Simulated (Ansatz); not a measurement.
TiS₂. Charge 0, multiplicity 3. Geometry PBE-D4/def2-TZVPD, that of the charge -1 doublet; atoms count from 1.

Cartesian coordinates in Å:
```
Ti 0.5019 0.2508 0.4754
S -1.4901 -0.2087 1.1147
S 0.9882 -0.0420 -1.5901
```

At PBE0-D4/def2-TZVPD a singlet of charge 0 lies 0.96 eV below the triplet at the same geometry. The structure comes from a short search, and lower isomers may exist.

**Question.** Estimate the Mulliken populations from the PBE0/def2-TZVPD orbitals of Ansatz.

**Answer.** 
| atom | charge (e) | spin (α − β) | d electrons |
| --- | --- | --- | --- |
| Ti1 | 0.81 | 0.98 | 2.58 |
| S2 | -0.41 | 0.51 | – |
| S3 | -0.41 | 0.51 | – |
Mulliken values and Mayer orders depend strongly on the basis. With diffuse functions, as here, like atoms can get unlike values, and bond orders can come out too low or too high.

**Question.** Where does the spin sit?

**Answer.** Summed by element: Ti 0.98, S 1.02, of 2 unpaired in all. Largest on single atoms: Ti1 0.98, S2 0.51, S3 0.51.

**Question.** And the Mayer bond orders between bonded heavy atoms (over 0.3)?

**Answer.** Ti1–S2 1.67 (2.14 Å); Ti1–S3 1.67 (2.14 Å).
